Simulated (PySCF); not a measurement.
Vibration and rotation of BAs⁻

B97-3 constants of BAs⁻, ²Σ⁺ (doublet), unpaired electrons σ ↑ (basis B def2-SVPD, As def2-SVPD; no relativity; PySCF 2.14; masses 11.0093 and 74.9216 u):

| Item | Value |
| --- | --- |
| ωe | 905.9 cm⁻¹ |
| ωexe | 4.43 cm⁻¹ |
| Be | 0.54301 cm⁻¹ |
| αe | 0.00359 cm⁻¹ |
| D (centrifugal) | 7.8e-07 cm⁻¹ |

(1) Give the vibrational terms G(v) and spacings up to v = 6.

Spin–orbit coupling is left out. The state is the lowest determinant that a PBE0 search found; another state may lie lower at other levels.

Answers

(1) G(v) = ωe(v+½) − ωexe(v+½)².

| v | G(v) (cm⁻¹) | G(v) − G(v−1) | Bv (cm⁻¹) |
| --- | --- | --- | --- |
| 0 | 451.8 |  | 0.5412 |
| 1 | 1348.9 | 897.0 | 0.5376 |
| 2 | 2237.1 | 888.2 | 0.5340 |
| 3 | 3116.4 | 879.3 | 0.5304 |
| 4 | 3986.8 | 870.5 | 0.5269 |
| 5 | 4848.4 | 861.6 | 0.5233 |
| 6 | 5701.2 | 852.7 | 0.5197 |
